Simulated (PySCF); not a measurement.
Job file and geometry (Å, from GFN2-xTB) of an NMR shielding run on `C[O][AlH][C@@H](C)B(C)C`, C₅H₁₄AlBO, GIAO PBE0/pcSseg-1 NMR shielding, non-relativistic, gas phase (PySCF 2.14.0, density-fitted response routines); density fitting, a coarse starting grid and PySCF grid level 2 are the driver's defaults:

```
$ OMP_NUM_THREADS=1 python probes_run.py task.json out

{"job": {"kind": "nmr", "xc": "PBE0", "basis": "pcSseg-1"}, "charge": 0, "multiplicity": 1}
C      2.668823     0.167592    -2.545870
O      2.072351    -0.343235    -1.387816
Al     1.377559    -0.928474    -0.014904
C     -0.586809    -0.955962     0.504565
C     -0.538819    -1.535748     1.921995
B     -1.157688     0.456885     0.254062
C     -1.572724     0.865195    -1.220096
C     -1.328626     1.496949     1.440719
H      1.991590     0.869238    -3.037166
H      3.594715     0.687168    -2.289589
H      2.899785    -0.647292    -3.236091
H      2.359760    -1.537558     0.996081
H     -1.029679    -1.695298    -0.182424
H      0.134134    -2.397577     1.980787
H     -0.175012    -0.792187     2.628588
H     -1.528129    -1.857618     2.246914
H     -1.190311     0.172559    -1.969274
H     -2.657890     0.883103    -1.321195
H     -1.229535     1.865052    -1.481198
H     -0.409585     1.592663     2.018999
H     -2.092648     1.160520     2.140872
H     -1.611672     2.493408     1.109826
```

Question: What does the program print?

Answer: 
```
coarse grid: 17912 points
cycle   1  E = -540.7627100576  dE =  5.229e-01  |g| = 8.921e-01  |ddm| = 3.965e+00
cycle   2  E = -540.5059561402  dE =  2.568e-01  |g| = 1.437e+00  |ddm| = 1.867e+00
cycle   3  E = -540.9257395178  dE = -4.198e-01  |g| = 2.065e-01  |ddm| = 1.292e+00
cycle   4  E = -540.9342112956  dE = -8.472e-03  |g| = 5.386e-02  |ddm| = 1.973e-01
cycle   5  E = -540.9349129393  dE = -7.016e-04  |g| = 1.356e-02  |ddm| = 5.922e-02
cycle   6  E = -540.9349548582  dE = -4.192e-05  |g| = 4.778e-03  |ddm| = 1.645e-02
cycle   7  E = -540.9349605721  dE = -5.714e-06  |g| = 6.007e-04  |ddm| = 4.236e-03
final grid: 165560 points
cycle   8  E = -540.9893529867  dE = -4.110e-05  |g| = 1.342e-02  |ddm| = 3.172e-02
cycle   9  E = -540.9893195722  dE =  3.341e-05  |g| = 1.885e-02  |ddm| = 2.178e-02
cycle  10  E = -540.9893903441  dE = -7.077e-05  |g| = 2.336e-03  |ddm| = 1.345e-02
cycle  11  E = -540.9893914677  dE = -1.124e-06  |g| = 1.492e-04  |ddm| = 1.766e-03
cycle  12  E = -540.9893914721  dE = -4.412e-09  |g| = 7.589e-05  |ddm| = 2.576e-04
cycle  13  E = -540.9893914735  dE = -1.374e-09  |g| = 2.148e-05  |ddm| = 9.375e-05
cycle  14  E = -540.9893914736  dE = -1.066e-10  |g| = 5.169e-06  |ddm| = 2.321e-05
converged SCF energy = -540.9893914736

GIAO shielding tensors (ppm)
atom      isotropic    diamagn.    paramagn.     s11        s22        s33       span
  0 C      129.548     239.285    -109.736    101.041    103.900    183.703     82.662
  1 O      269.830     404.311    -134.482    220.892    243.880    344.716    123.824
  2 Al     402.676     798.884    -396.208    347.957    373.922    486.150    138.192
  3 C      140.797     258.064    -117.267     92.973    160.650    168.767     75.794
  4 C      173.097     246.141     -73.044    165.459    171.975    181.857     16.399
  5 B       21.902     189.520    -167.618    -37.289    -17.370    120.365    157.654
  6 C      171.449     254.062     -82.613    157.804    169.290    187.255     29.451
  7 C      176.488     252.963     -76.475    158.773    183.790    186.901     28.127
  8 H       27.362      29.702      -2.340     22.567     26.224     33.297     10.730
  9 H       27.385      27.201       0.185     23.201     24.990     33.965     10.764
 10 H       27.393      26.888       0.506     23.173     25.001     34.007     10.834
 11 H       27.421      31.302      -3.880     23.421     25.900     32.943      9.522
 12 H       29.715      35.066      -5.352     25.564     30.873     32.707      7.143
 13 H       30.200      30.185       0.015     25.397     28.683     36.520     11.123
 14 H       30.366      31.324      -0.958     26.079     29.744     35.274      9.195
 15 H       30.138      29.411       0.727     25.685     27.682     37.046     11.361
 16 H       30.935      34.416      -3.481     27.559     30.637     34.610      7.050
 17 H       30.976      30.506       0.471     27.468     28.648     36.813      9.345
 18 H       30.953      32.703      -1.750     27.704     29.407     35.749      8.045
 19 H       31.077      32.589      -1.513     27.106     30.662     35.462      8.356
 20 H       31.112      30.387       0.725     26.390     30.101     36.846     10.456
 21 H       30.873      31.297      -0.424     27.022     29.620     35.976      8.954
```

Size and cost of the density-fitted run: 213 basis functions, 48 s wall time on 1 thread of an Intel Xeon Platinum 8488C, shared host; peak memory 1 GiB.
